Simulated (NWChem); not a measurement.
# C2H6FIn; SMILES [CH3][In]([CH3])[F]

No frequency run checked for a minimum. def2 effective core potentials on In; no spin-orbit coupling.

Question: Give the equilibrium geometry at PBE-D3(BJ)/def2-SVP with def2 effective core potentials on In (NWChem) as a list of bonds and angles, with the point group.

Answer: point group C2; any orientation.
Bonded distances (Å): In1–F2 2.004, In1–C3 2.165, In1–C7 2.165, C3–H4 1.107, C3–H5 1.107, C3–H6 1.106, C7–H8 1.107, C7–H9 1.107, C7–H10 1.106. Angles (°): F2–In1–C3 109.0, F2–In1–C7 109.0, C3–In1–C7 142.0, In1–C3–H4 110.0, In1–C3–H5 109.8, In1–C3–H6 108.4, H4–C3–H5 108.9, H4–C3–H6 110.0, H5–C3–H6 109.9, In1–C7–H8 110.0, In1–C7–H9 109.8, In1–C7–H10 108.4, H8–C7–H9 108.9, H8–C7–H10 110.0, H9–C7–H10 109.9.
